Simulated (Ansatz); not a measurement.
Ansatz (a program for electronic structure) input (CCSD(T)/STO-3G):

Ansatz 0.2 input:
```yaml
crystal:
  periodic: [false, false, false]
  atoms:
    - {symbol: C, position_ang: [1.91623172, 0.40905177, 0.97483791]}
    - {symbol: C, position_ang: [1.16642263, 0.31831302, -0.30121380]}
    - {symbol: C, position_ang: [-0.34206676, -0.07248496, -0.18092180]}
    - {symbol: C, position_ang: [-1.08706441, 0.97042996, 0.65764564]}
    - {symbol: C, position_ang: [-0.47430030, -1.45264794, 0.46988755]}
    - {symbol: C, position_ang: [-0.93604635, -0.11335931, -1.59192697]}
    - {symbol: H, position_ang: [1.94096619, 1.32651635, 1.54622793]}
    - {symbol: H, position_ang: [2.39262861, -0.45951060, 1.40783329]}
    - {symbol: H, position_ang: [1.63871027, -0.42160061, -0.95595939]}
    - {symbol: H, position_ang: [1.20850944, 1.27955993, -0.82414083]}
    - {symbol: H, position_ang: [-2.15053944, 0.72842224, 0.71784762]}
    - {symbol: H, position_ang: [-0.99481307, 1.96631485, 0.21737117]}
    - {symbol: H, position_ang: [-0.69419915, 1.01326426, 1.67474372]}
    - {symbol: H, position_ang: [0.06155616, -2.21092871, -0.10631272]}
    - {symbol: H, position_ang: [-0.07089550, -1.45149056, 1.48375619]}
    - {symbol: H, position_ang: [-1.52283983, -1.75371574, 0.52551312]}
    - {symbol: H, position_ang: [-0.85301684, 0.85944625, -2.08212674]}
    - {symbol: H, position_ang: [-0.42104775, -0.84870662, -2.21448712]}
    - {symbol: H, position_ang: [-1.99407821, -0.38338631, -1.56011742]}
basis:
  gaussian:
    orbitals: STO-3G
magnetization: {spin_polarized: true, initial_magnetization: 1}
correlation: {method: ccsd_t, electrons: outside_noble_gas}
```

End of the output:

```
integrals: 0.02 GiB planned
611 factors; integrals over basis functions are off by at most 3.9e-5 eV
0.11 GiB of device memory are held for the factors and their scratch space
mean field: 0.16 GiB planned
mean field evaluation 1: about -6310.5459 eV, gradient 1.3e1 eV
mean field evaluation 2: about -6310.9725 eV, gradient 1.2e1 eV
mean field evaluation 4: about -6312.4560 eV, gradient 1.2e0 eV
mean field evaluation 8: about -6312.4748 eV, gradient 1.8e-2 eV
mean field evaluation 16: about -6312.0682 eV, gradient 5.2e-1 eV
mean field -6312.47482110 eV, -231.9791709262 hartree, gradient 1.7e-6 eV, S^2 0.765967; 0 other end points of the search recorded, 0 dependent functions left out
6 core orbitals not correlated
reference -6312.47482110 eV, -231.9791709262 hartree; 19, 18 occupied and 18, 19 virtual orbitals, 611 factors
second order -8.03789972 eV of doubles, -0.00000000 eV of singles
coupled cluster: 0.23 GiB planned
cycle   1  -9.84326953 eV  change    -1.8e0 eV  update   9.2e-2
cycle   2  -10.67881498 eV  change   -8.4e-1 eV  update   3.6e-2
cycle   3  -10.74446312 eV  change   -6.6e-2 eV  update   8.5e-3
cycle   4  -10.75174212 eV  change   -7.3e-3 eV  update   3.1e-3
cycle   5  -10.75278200 eV  change   -1.0e-3 eV  update   1.1e-3
cycle   6  -10.75254686 eV  change    2.4e-4 eV  update   3.9e-4
cycle   7  -10.75254791 eV  change   -1.0e-6 eV  update   1.2e-4
cycle   8  -10.75258205 eV  change   -3.4e-5 eV  update   5.0e-5
cycle   9  -10.75256544 eV  change    1.7e-5 eV  update   2.1e-5
perturbative correction -0.06989754 eV, -0.0025686872 hartree
Total energy: -6323.29728408 eV, -232.3768891051 hartree
```

It need not be the lowest isomer of its formula.
